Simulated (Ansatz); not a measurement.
C2H2F, doublet, at a GFN2-xTB geometry. Base run: CAM-B3LYP/3-21G (Ansatz, an electronic-structure program).

Geometry (Å):
```xyz
5

C      0.0383     0.3775    -0.0020
C      1.2394    -0.0869    -0.0373
F     -1.0733    -0.3817     0.0333
H     -0.2478     1.4373     0.0043
H      2.2417     0.2544    -0.0684
```
Charge 0, spin multiplicity 2.
Orbitals are unrestricted.
All else is at Ansatz's defaults.

Each row names what was changed in the base input (with any setting that the change needs).

```csv
change,E (Eh),SCF-reference <S^2>
base,-176.08678,0.763
functional = b3lyp,-176.16055,0.760
functional = B2GP-PLYP,-175.89986,0.799
functional = revpbe,-176.10296,0.758
functional = wB97X,-176.11363,0.765
functional = pbe0; dispersion = d4,-175.97145,0.764
functional = SVWN5,-174.80362,0.757
functional = PBE-QIDH,-175.84913,0.813
functional = b3lyp5,-176.07512,0.760
functional = blyp,-176.11489,0.756
functional = wB97X-V,-176.09228,0.761
functional = b3lyp; dispersion = d4,-176.16336,0.760
functional = hf,-175.27162,0.956
```

Totals shift with the method and basis; they matter in differences.
